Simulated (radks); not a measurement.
Question: The mean radii <r> (bohr) of the occupied orbitals of an atom or ion are listed with their occupations. Calculated with a radial shooting solver on a logarithmic mesh with Libxc functionals: Dirac Kohn-Sham, PBE, spin-unpolarised, spherical densities, finite nucleus; Fermi nuclear charge, rms radius of each element as measured or else 0.836 A^(1/3) + 0.57 fm.

orbital      occ.      <r>
1s1/2           2  0.02507
2s1/2           2   0.1070
2p1/2           2  0.08990
2p3/2           4  0.09600
3s1/2           2   0.2848
3p1/2           2   0.2746
3p3/2           4   0.2867
3d3/2           4   0.2577
3d5/2           6   0.2614
4s1/2           2   0.6557
4p1/2           2   0.6767
4p3/2           4   0.7041
4d3/2           4   0.7679
4d5/2           6   0.7779
5s1/2           2    1.598
5p1/2           2    1.817
5p3/2           4    1.906
5d3/2         0.4    3.305
5d5/2         0.6    3.381
4f5/2    0.857143    2.633
4f7/2     1.14286    11.58

Name the element and its charge. Open shells, if any, are shared by 2j + 1.

Answer: Z = 57, lanthanum, charge 0: La in [Xe] 4f2 5d1. The 1s radius gives Z: for a bare nucleus <r> = (2 gamma + 1)/(2Z) with gamma = sqrt(1 - (Z/c)^2), 0.02473 bohr for Z = 57, and screening makes it slightly larger (0.02507 here). The occupations add up to 57, and the charge is Z minus that.
